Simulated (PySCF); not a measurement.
## Gallium: a sound run and one with changed settings

Sound run: Ga⁺ [Ar] 3d10 4s2, Ga²⁺ [Ar] 3d10 4s1. Computed with PySCF 2.14 in aug-cc-pVDZ-DK (6s5p3d, 36 functions), with scalar relativity by spin-free X2C-1e. In the sound run the correlated levels freeze [Ar] 3d10. The sound run starts from symmetry-adapted Hartree-Fock orbitals and uses a fine grid where one is needed.

A second run was set up differently.

```json
{"species": "Ga⁺", "method": "MP2", "sound run (hartree)": "-1941.90545", "changed run (hartree)": "-1941.93130", "converged": "yes"}
{"species": "Ga²⁺", "method": "MP2", "sound run (hartree)": "n/a", "changed run (hartree)": "-1941.21057", "converged": "yes"}
```

Ionisation energy of Ga⁺:

```tsv
method	sound run (eV)	changed run (eV)
UHF	18.802	18.802
MP2	19.445	19.612
SCS-MP2	19.573	19.724
```

(1) What was changed?
A. basis contracted for another Hamiltonian
B. level shift left on
C. all electrons correlated in a valence basis
D. minimal basis

Results:

(1) C. A valence basis has no tight correlating functions, so it recovers only part of the core correlation, and not evenly between atom and ion.
